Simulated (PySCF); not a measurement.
An unknown shows these calculated signals:

1H NMR (400 MHz, computed): δ 8.67 (m, 1H), 8.61 (m, 1H), 7.78 (m, 1H), 2.59 (q, 2H), 2.45 (s, 3H), 1.17 (t, 3H).

13C{1H} NMR (computed): δ 170.3 (CH), 168.5 (CH), 159.1 (C), 146.1 (C), 146.1 (CH), 33.2 (CH2), 23.4 (CH3), 17.4 (CH3).

[PySCF 2.14.0 with density-fitted response routines: PBE0-D3(BJ)/def2-SVP structure; σ from GIAO-CAM-B3LYP/pcSseg-1; one averaged value for each set of equivalent atoms; one computed conformer; non-relativistic; no solvent]

Scale: 1H (σref 31.33) and 13C (σref 182.45) against TMS (reference shieldings calculated alike).

**Question.** Which of these does the molecule contain: a (CH3)2CH unit, a CH3CH2 unit, a methoxy group, an aldehyde?

**Answer.** 
- A (CH3)2CH unit: no.
- A CH3CH2 unit: yes (δC 17.4, 33.2; δH 1.17 (t), 2.59 (q)).
- A methoxy group: no.
- An aldehyde: no.

The data belong to SMILES c1(CC)cpccc1C, C₈H₁₁P; they needn't prove each group on their own.

Carbon signals by region: 2 in the far downfield region (above 160 ppm), 3 in the sp2 and nitrile region (100–160 ppm), 3 below 50 ppm. Above 160 ppm: 170.3, ring CH next to a ring phosphorus, 168.5, ring CH next to a ring phosphorus.

Splittings by 31P in the carbon and heteronuclear signals aren't shown, as no couplings were computed. Shifts are as computed, not scaled to solution data. Of 1328 compounds with measured shifts, 309 miss one by over three times the rms of a fit or turn the order of signals round; such compounds aren't used in these exercises. Signals without a measured value on file couldn't be tested in this way. Multiplicities follow the n + 1 count of equivalent neighbours, as no J values were calculated; m marks all less simple cases, F and P coupling included.
